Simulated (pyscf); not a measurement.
H₃C–B(CH₃)–CH₃ (SMILES CB(C)C) → H₃C–BH–CH₂–CH₃ (SMILES CBCC) (concerted two-bond exchange; singlet surface; B–C, C–H broken, C–C, B–H formed). Structures and frequencies: ωB97X-D3(BJ)/def2-SVP in PySCF. Correlated levels are frozen-core, on RHF or UHF. ΔMP2 is the change of the MP2 total energy from the triple- to the quadruple-zeta basis. Energies in eV from the reactant's lowest minimum found.

| level | barrier | reaction energy |
|---|---|---|
| ωB97X-D3(BJ)/def2-TZVP | 3.18 | +0.59 |
| B3LYP-D3(BJ)/def2-TZVP | 2.96 | +0.60 |
| M06-2X/def2-TZVP | 3.14 | +0.58 |
| ωB97M-D3(BJ)/def2-TZVP | 3.10 | +0.61 |
| HF/def2-TZVP | 3.50 | +0.55 |
| MP2/def2-QZVPP | 3.27 | +0.61 |
| CCSD(T)/def2-TZVPP + ΔMP2(QZVPP) | 3.08 | +0.60 |

This is the saddle that the search found; another between the same sides may lie lower. The CCSD(T) − MP2 part came from Ansatz, without density fitting, on the same reference.
